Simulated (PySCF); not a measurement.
Compound: C4H9F3O3Si.
Geometry (PBE0-D3(BJ)/def2-SVP, Å), atoms numbered from 1 in this order:
```
atom  x, y, z in Å
C1     3.1873    0.0751   -0.9643
C2     2.5508    0.1147    0.4084
O3     1.2762   -0.4920    0.4125
Si4   -0.1448    0.2565    0.0400
O5    -0.1830    0.5762   -1.5861
C6    -1.4093   -1.0805    0.5147
O7    -2.6651   -1.0423   -0.1785
C8    -3.4282    0.0227    0.0117
F9    -4.5477   -0.1220   -0.6645
F10   -3.7215    0.2405    1.2949
F11   -2.8253    1.1612   -0.4269
H12    2.5760    0.6271   -1.6938
H13    4.1930    0.5221   -0.9378
H14    3.2773   -0.9636   -1.3154
H15    2.4819    1.1595    0.7692
H16    3.1730   -0.4308    1.1369
H17   -0.2808    1.5091    0.8382
H18   -0.9679    1.0316   -1.9065
H19   -1.5866   -1.1121    1.6030
H20   -0.9599   -2.0423    0.2313
```

Method: PySCF 2.14.0, PBE0-D3(BJ)/def2-SVP geometry optimisation, gas phase.

Masses are those of the commonest isotopes; rigid-rotor values at the optimised geometry. The values belong to one conformer with, in the numbering `[CH3:1][CH2:2][O:3][Si@@H:4]([OH:5])[CH2:6][O:7][C:8]([F:9])([F:10])[F:11]`, C1–C2–O3–Si4 -86°, C2–O3–Si4–O5 70°, O3–Si4–O5–H -179°, O3–Si4–C6–O7 -154°, Si4–C6–O7–C8 -64°.

Task: What are A, B and C (cm⁻¹)?

Result: Ia = 194.82, Ib = 1191.05, Ic = 1251.91 u·Å²; 505379 MHz·u·Å²/I gives 2594, 424.3 and 403.7 MHz, that is A = 0.08653, B = 0.01415, C = 0.01347 cm⁻¹.

Task: Classify the top.

Result: A near-prolate asymmetric top. Ray's parameter κ = (2B − A − C)/(A − C) = -0.981; −1 is the prolate and +1 the oblate limit.

Task: Is it planar, by Δ = Ic − Ia − Ib?

Result: Not planar: Δ = Ic − Ia − Ib = -133.96 u·Å². For a rigid frame Δ = −2 Σ m c², so Σ m c² = 66.98 u·Å² lies off the ab plane: 10.16 from hydrogen and 56.82 from heavier atoms. The atom farthest from that plane is 1.77 Å away.

Task: List the rotational levels J(Ka,Kc) to J = 4 (MHz).

Result: Above 0(0,0):
J = 1: 1(0,1) 828, 1(1,1) 2998, 1(1,0) 3018
J = 2: 2(0,2) 2484, 2(1,2) 4633, 2(1,1) 4695, 2(2,1) 11204, 2(2,0) 11204
J = 3: 3(0,3) 4967, 3(1,3) 7086, 3(1,2) 7210, 3(2,2) 13688, 3(2,1) 13689, 3(3,1) 24589, 3(3,0) 24589
J = 4: 4(0,4) 8278, 4(1,4) 10357, 4(1,3) 10563, 4(2,3) 17000, 4(2,2) 17002, 4(3,2) 27901, 4(3,1) 27901, 4(4,1) 43161, 4(4,0) 43161
Those of J = 1 are B + C, A + C and A + B.

Task: Which lines would a microwave search look for?

Result: The dipole components are |μa| = 1.30 D, |μb| = 0.33 D, |μc| = 0.74 D. The squared components, which scale the intensities, stand as 1.00 : 0.06 : 0.32 (a : b : c). Some lines, for components of 0.1 D or more:

```csv
type,branch,"J(Ka,Kc)",MHz,lower level (cm⁻¹)
a,R,"1(0,1) ← 0(0,0)",828,0.000
a,R,"2(1,2) ← 1(1,1)",1635,0.100
a,R,"2(0,2) ← 1(0,1)",1656,0.028
a,R,"2(1,1) ← 1(1,0)",1677,0.101
c,Q,"2(1,2) ← 2(0,2)",2149,0.083
c,Q,"1(1,1) ← 1(0,1)",2170,0.028
b,Q,"1(1,0) ← 1(0,1)",2190,0.028
b,Q,"2(1,1) ← 2(0,2)",2211,0.083
b,R,"1(1,1) ← 0(0,0)",2998,0.000
c,R,"1(1,0) ← 0(0,0)",3018,0.000
b,R,"2(1,2) ← 1(0,1)",3805,0.028
c,R,"2(1,1) ← 1(0,1)",3867,0.028
c,Q,"2(2,1) ← 2(1,1)",6509,0.157
b,Q,"2(2,0) ← 2(1,1)",6509,0.157
b,Q,"2(2,1) ← 2(1,2)",6571,0.155
b,R,"2(2,1) ← 1(1,0)",8186,0.101
c,R,"2(2,1) ← 1(1,1)",8207,0.100
b,R,"2(2,0) ← 1(1,1)",8207,0.100
```

Task: Estimate the classical rotational partition function at 10 K, 298.15 K and 500 K.

Result: Point group C1, symmetry number σ = 1; q = (√π/σ)·√((kT/h)³/(ABC)), k/h = 20836.6 MHz/K: 8000 at 10 K, 1300000 at 298.15 K, 2830000 at 500 K.

Not checked by PBE0-D3(BJ)/def2-SVP frequencies. No vibrational averaging or centrifugal distortion is included, and the geometry carries the error of its method. A rigid rotor knows nothing of internal rotation, which can split or shift real lines.
